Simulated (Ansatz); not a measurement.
Diatomic SbN, closed-shell singlet (the spin of the measured ground state). No spin–orbit coupling.

Constants: fifth-degree fit in 1/R to seven points, most abundant isotopes. In def2 and cc sets the state is the lowest found near the PBE0 minimum, followed along R. The singlet is held restricted.

Run with Ansatz (a program for electronic structure) with Gaussian orbitals.  In def2 rows elements past Kr take small-core potentials, without spin–orbit coupling.

Energies at SVWN5/def2-TZVPP:

| R (Å) | E (hartree) |
|---|---|
| 1.677701 | -294.14108538 |
| 1.722800 | -294.15133832 |
| 1.764292 | -294.15658964 |
| 1.811195 | -294.15862938 |
| 1.858098 | -294.15735920 |
| 1.912218 | -294.15269555 |
| 1.975357 | -294.14402495 |

Task: With a reduced mass of 12.5496 u, find the minimum, the force constant and the constants.

Result: A fifth-degree polynomial in 1/R puts the minimum at r_e = 1.8149 Å with force constant 642 N/m. Then ω_e = (1/2πc)√(k/μ) = 931 cm⁻¹ and B_e = h/(8π²cμr_e²) = 0.4078 cm⁻¹; the cubic and quartic terms give α_e = 0.0022 and ω_e x_e = 3.5 cm⁻¹.
